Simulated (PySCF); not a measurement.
B(Me)(OMe)(NH2) (C₂H₈BNO), SMILES COB(C)N. Atoms are numbered in the order given.

```xyz
13

B      0.0477     0.4821     0.0000
C     -0.6778     1.8908     0.0000
H     -1.3389     1.9837    -0.8872
H     -1.3389     1.9837     0.8872
H      0.0168     2.7545     0.0000
O     -0.7688    -0.6382     0.0000
C     -0.2282    -1.9381     0.0000
H      0.3988    -2.1356    -0.9017
H     -1.0602    -2.6713     0.0000
H      0.3988    -2.1356     0.9017
N      1.4618     0.3631     0.0000
H      1.9687    -0.5209     0.0000
H      2.0704     1.1792     0.0000
```

Coordinates come from a PBE-D3(BJ)/def2-SVP optimisation. Other conformers were not sampled.

Computed with B3LYP/pcSseg-1 (PySCF).

GIAO shieldings, no solvent; atoms listed in one row are averaged. δ = σ(ref) − σ: ¹¹B against BF3 (σ = 86.3 ppm); ¹³C against TMS (σ = 181.3 ppm); ¹H against TMS (σ = 31.68 ppm); ¹⁷O against H2O (σ = 333.8 ppm); ¹⁵N against NH3 (σ = 265.5 ppm), references at their B3LYP-D3(BJ)/def2-TZVP geometries, non-relativistic.

Computed chemical shifts:
```
nucleus        atoms  count  δ (ppm)
-------  -----------  -----  -------
¹¹B               B1      1     21.0
¹³C               C7      1     56.0
¹³C               C2      1      3.8
¹H       H8, H9, H10      3     4.04
¹H               H13      1     2.99
¹H               H12      1     2.89
¹H        H3, H4, H5      3     0.65
¹⁷O               O6      1     94.9
¹⁵N              N11      1     78.9
```
